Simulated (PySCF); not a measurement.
4,4-difluorobuta-1,2-diene (C4H4F2), SMILES C=C=CC(F)F.

Geometry optimised at r2SCAN-D4/def2-SVP. Other conformers were not sampled.

These are PBE/def2-TZVP (PySCF) values and carry that method's errors.

Symmetry labels are those of the subgroup Cs that the program uses (full group Cs).

Problem. List the valence orbital energies around the gap with their symmetry. (The exact figures need the calculation; the answer reports its results.)

Solution. 
| orbital | symmetry | energy (eV) |
|---|---|---|
| HOMO−7 | A" | -11.31 |
| HOMO−6 | A' | -11.23 |
| HOMO−5 | A" | -9.92 |
| HOMO−4 | A' | -9.91 |
| HOMO−3 | A" | -9.36 |
| HOMO−2 | A' | -8.32 |
| HOMO−1 | A' | -7.04 |
| HOMO | A" | -7.02 |
| LUMO | A" | -1.42 |
| LUMO+1 | A' | -1.32 |
| LUMO+2 | A' | 0.91 |
| LUMO+3 | A' | 1.25 |
